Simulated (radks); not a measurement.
Values are calculated unless marked as measured or tabulated.
Species: the iridium ion Ir49+. Configuration: [Ar] 3d10.

Level of theory: scalar-relativistic Kohn-Sham, LB94 model potential, spin-polarised, spherical densities, finite nucleus; Fermi nuclear charge, rms radius 5.4032 fm (a radial shooting solver on a logarithmic mesh with Libxc functionals).

Energy parts (hartree):
| part | energy |
|---|---|
| kinetic | 18032.3660 |
| electron-nucleus | -36719.7801 |
| Hartree | 2875.8932 |
(The LB94 potential has no energy functional, so no total or exchange-correlation energy is given.)

Orbitals (lengths in bohr, moments of r in powers of bohr; <r^-3> diverges for s and p1/2; r(max) is where P^2 peaks):
orbital  occ.  eigenvalue (hartree)       <r^4>      <r^2>   r(max)  <r^-3>
1s          2             -2903.938   4.779e-07  0.0004183  0.01082       -
2s          2             -587.3251  0.00006992   0.006366  0.06217       -
2p          6             -523.4269  0.00005568   0.005308  0.05123   23320
3s          2             -206.1683    0.002363    0.03989   0.1739       -
3p          6             -187.3626    0.002499    0.04030   0.1722    5503
3d         10             -167.3935    0.001834    0.03279   0.1392   701.6
4s          0             -103.5828     0.03112     0.1502   0.3638       -
4p          0             -96.32945     0.03497     0.1582   0.3729    1982

The highest occupied level is 3d at -4555.0 eV. The density falls to 0.001 e/bohr^3 at r = 0.63 bohr. Summed over all electrons, <r^2> = 0.6949 bohr^2, which gives a Langevin (diamagnetic) susceptibility term of -0.55 x 10^-6 cm^3/mol.
